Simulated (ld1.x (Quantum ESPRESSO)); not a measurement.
## u(r) = r·R(r): atom against pseudo-atom (Mg (Z = 12))

Columns: radius, all-electron u(r) and pseudo u(r) of the 3p shell (level -10.24 eV) of magnesium in the configuration [Ne] 3s0.5 3p0; PBE, scalar-relativistic, TM scheme, ld1.x (Quantum ESPRESSO) 7.5.

```csv
r (bohr),all-electron,pseudo
0.130,0.1065,-0.0035
0.260,0.2153,-0.0138
0.390,0.2515,-0.0308
0.520,0.2292,-0.0542
0.650,0.1715,-0.0834
0.780,0.0956,-0.1178
0.910,0.0121,-0.1567
1.040,-0.0723,-0.1992
1.170,-0.1536,-0.2443
1.300,-0.2294,-0.2909
1.430,-0.2986,-0.3376
1.560,-0.3603,-0.3831
1.690,-0.4141,-0.4262
1.820,-0.4601,-0.4657
1.950,-0.4984,-0.5006
2.080,-0.5294,-0.5301
2.210,-0.5537,-0.5538
2.340,-0.5717,-0.5717
2.470,-0.5839,-0.5839
2.600,-0.5908,-0.5908
2.730,-0.5930,-0.5930
2.860,-0.5908,-0.5908
2.990,-0.5850,-0.5850
3.120,-0.5760,-0.5760
3.250,-0.5643,-0.5643
3.380,-0.5503,-0.5503
```

**Question.** How many radial nodes do the two functions have?

**Answer.** The all-electron 3p function has n − l − 1 = 1; the pseudo-wave has 0, since the states of the same l below it are removed with the core.

**Question.** At about which radius was the pseudo-wave matched?

**Answer.** 2.60 bohr. The columns agree to 0.0005 from 2.21 bohr on; several derivatives are matched, so the curves merge somewhat inside the radius.

**Question.** Where does each function peak?

**Answer.** Outermost all-electron maximum near 2.73 bohr, pseudo maximum near 2.73 bohr (to the table’s step).

**Question.** Is the pseudo-wave norm-conserving?

**Answer.** Yes: the TM scheme keeps the norm inside the radius equal to the all-electron one, which fixes the energy derivative of the logarithmic derivative at the level.
